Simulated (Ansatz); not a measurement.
A trace of molecular dynamics of H$_{6}$N$_{2}$O$_{2}$Ti (11 atoms, charge 0, multiplicity 1).

Method: RKS PBE/def2-SVP in Ansatz.

- ensemble: NVE (Milne-controlled integrator)
- starting velocities drawn for: 400 K
- seed: 925869

```csv
time (fs),T (K),potential energy less start (eV),conserved less start (meV/atom)
0,400,0.000,0.00
10,216,0.212,-0.16
20,339,0.067,-0.36
30,319,0.091,-0.25
40,329,0.081,-0.20
50,356,0.047,-0.37
60,310,0.102,-0.20
70,371,0.031,-0.26
80,387,0.011,-0.32
90,310,0.101,-0.32
100,262,0.157,-0.26
110,221,0.205,-0.31
120,242,0.182,-0.23
130,300,0.113,-0.24
140,262,0.157,-0.31
150,356,0.049,-0.16
160,316,0.093,-0.43
170,242,0.180,-0.36
180,299,0.116,-0.11
190,283,0.132,-0.38
200,360,0.044,-0.23
210,320,0.090,-0.22
220,292,0.121,-0.36
230,392,0.007,-0.27
240,340,0.069,-0.11
250,291,0.121,-0.49
```

Question: Is this trajectory sound?

Answer: The conserved energy stayed within 0.53 meV per atom of its start (net change -0.49 meV per atom), so the integration is sound. A run of 0.25 ps of so small a system gives no equilibrium averages. The time step was 1 fs.

Run time: 5.8 min on 4 threads of Arm Neoverse V2, on a shared host, peak memory 0.18 GiB.
